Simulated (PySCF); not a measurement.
C7H14AlNS.
Structure used (PBE0-D3(BJ)/def2-SVP), in Å, numbered top down from 1:
```
atom  x, y, z in Å
C1    -1.4714    0.9727   -1.0488
N2    -1.4885   -0.1800   -0.1386
C3    -1.3485    0.2468    1.2599
C4    -2.7355   -0.9375   -0.3104
Al5    0.0482   -1.4718   -0.6256
C6     1.7233   -0.4200   -0.4041
C7     2.0313    0.8714   -0.0096
C8     3.4202    1.1861   -0.0132
C9     4.1899    0.1258   -0.4133
S10    3.2073   -1.2317   -0.7772
H11   -0.5215    1.5127   -0.9497
H12   -2.3079    1.6580   -0.8262
H13   -1.5584    0.6172   -2.0843
H14   -2.1796    0.9132    1.5497
H15   -1.3478   -0.6387    1.9095
H16   -0.3950    0.7723    1.3963
H17   -3.6091   -0.3094   -0.0637
H18   -2.7208   -1.8175    0.3468
H19   -2.8136   -1.2797   -1.3512
H20   -0.2139   -2.6100    0.4773
H21   -0.3612   -1.8056   -2.1427
H22    1.2805    1.6092    0.2857
H23    3.8306    2.1574    0.2689
H24    5.2740    0.0774   -0.5114
```

Computed at PBE0/pcSseg-1 (PySCF, non-relativistic), with Q(14N) = 0.02044 b, Q(27Al) = 0.1466 b, Q(33S) = −0.0678 b: N2, 14N (I = 1): χzz = -3.958 MHz, η = 0.008; Al5, 27Al (I = 5/2): χzz = 26.45 MHz, η = 0.222; S10, 33S (I = 3/2): χzz = -29.00 MHz, η = 0.403.

Q: Where would the pure quadrupole (NQR) lines of 14N at N2 fall for the rigid, isolated species?

A: From ν± = (3/4)|χ|(1 ± η/3) and ν0 = |χ|η/2: ν+ 2.977 MHz, ν− 2.961 MHz, ν0 0.015 MHz (nitrogen bonded to Al and 3 C).

Q: Find the zero-field quadrupole resonance frequencies of 27Al at Al5.

A: From the eigenvalues of H = χ/[4I(2I − 1)] × [3Iz² − I(I + 1) + η(Ix² − Iy²)], steps between neighbouring levels, labelled as for η = 0: ±1/2↔±3/2 4.176 MHz, ±3/2↔±5/2 7.859 MHz (aluminium bonded to C, N and 2 H).

Q: Where would the pure quadrupole (NQR) lines of 33S at S10 fall for the rigid, isolated species?

A: From ν = (|χ|/2)√(1 + η²/3): ν = 14.89 MHz (thiophene-type sulfur).

In a crystal, neighbours and librations shift these lines. With a basis this small, the couplings can be 20 % off.

One conformer stands for the species.
